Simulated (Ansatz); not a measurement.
Stepwise reaction of `C[O][Al]([O]C)[O]C` with hydrogen chloride, as a gas-phase model of exchange steps in deposition or etching. ΔE in kJ/mol.

Program: Ansatz. Geometries: PBE0-D4/def2-TZVP. ΔE: electronic, gas phase. CBS: MP2 limit from def2 TZ/QZ plus the TZ coupled-cluster correction, frozen cores. This one scheme is used for every species. Functionals use def2-TZVPP. B3LYP here is the variant with VWN-RPA as its local correlation; programs differ in this. One conformer a species, not always the lowest.

```json
{"step": "1", "reaction": "`C[O][Al]([O]C)[O]C` + HCl → `C[O][Al]([Cl])[O]C` + CH₃OH", "PBE-D4": "-35.3", "B3LYP-D4": "-29.3", "ωB97M-V": "-33.8", "CCSD(T)/CBS": "-33.9"}
{"step": "2", "reaction": "`C[O][Al]([Cl])[O]C` + HCl → `C[O][Al]([Cl])[Cl]` + CH₃OH", "PBE-D4": "-30.2", "B3LYP-D4": "-23.7", "ωB97M-V": "-28.0", "CCSD(T)/CBS": "-28.2"}
{"step": "3", "reaction": "`C[O][Al]([Cl])[Cl]` + HCl → `[Cl][Al]([Cl])[Cl]` + CH₃OH", "PBE-D4": "-24.7", "B3LYP-D4": "-18.0", "ωB97M-V": "-22.2", "CCSD(T)/CBS": "-22.4"}
```

(1) By hand: ΔE of the 3 steps together at CCSD(T)/CBS.

## Answers

(1) (-33.9) + (-28.2) + (-22.4) = -84.5 kJ/mol, or -28.2 kJ/mol a step.

In ΔE each step is higher than the one before. All are downhill at CCSD(T)/CBS. PBE-D4 differs from CCSD(T)/CBS by -2.3 to -1.4 kJ/mol a step. Isolated molecules leave out the surface, adducts and barriers. Largest T1 diagnostic: 0.012.
